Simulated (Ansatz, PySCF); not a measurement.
Process, species as SMILES: CC/C=C(\C)CC [(E)-3-methylhex-3-ene] + 7 [H][H] (H2) → 7 C (CH4)
Each molecule is optimised on its own at B3LYP-D3(BJ)/def2-TZVP (Ansatz, an electronic-structure program), one conformer each, not searched for the lowest. Frequencies are from Ansatz or PySCF.
Geometry of the first species:
SMILES: CC/C=C(\C)CC
```xyz
21

C      3.0336     0.7132    -0.1198
C      2.0083    -0.3327     0.3336
C      0.6403     0.2527     0.5124
C     -0.4739    -0.0117    -0.1734
C     -0.5600    -1.0034    -1.3009
C     -1.7636     0.6966     0.1626
C     -2.8607    -0.2339     0.6925
H      4.0340     0.2816    -0.1910
H      3.0775     1.5482     0.5830
H      2.7655     1.1184    -1.0974
H      2.3381    -0.7572     1.2885
H      1.9932    -1.1607    -0.3758
H      0.5729     1.0046     1.2965
H     -1.1620    -1.8718    -1.0193
H      0.4141    -1.3668    -1.6197
H     -1.0512    -0.5505    -2.1672
H     -1.5629     1.4742     0.9025
H     -2.1371     1.2047    -0.7343
H     -3.1463    -0.9841    -0.0464
H     -3.7576     0.3328     0.9494
H     -2.5222    -0.7579     1.5887
```
Charge 0, spin multiplicity 1.

Property: energy of full hydrogenation (0 K, with B3LYP-D3(BJ) harmonic zero-point energies), in kJ/mol. Correlated levels leave the core frozen unless marked. Spin-orbit coupling is left out. Non-relativistic. CBS marks a two-point X^-3 extrapolation of the correlation energy; Hartree-Fock from the larger set. [CCSD(T)-MP2]/basis is that difference in the basis named.

RI-MP2/CBS(aug-cc-pVTZ,aug-cc-pVQZ)+[CCSD(T)-MP2]/aug-cc-pVTZ (Ansatz) gives -425.2 kJ/mol.

**Question.** Another calculation gave -475.6 kJ/mol. Which level was it?
A. wB97M-V/def2-TZVPD (Ansatz)
B. B2GP-PLYP/def2-TZVPD (Ansatz)
C. LC-wPBE/def2-TZVPD (Ansatz)
D. BLYP/def2-TZVPD (Ansatz)

**Answer.** C, LC-wPBE/def2-TZVPD (Ansatz). The others give -443.8 (B2GP-PLYP), -433.3 (wB97M-V), -458.0 (BLYP) kJ/mol.
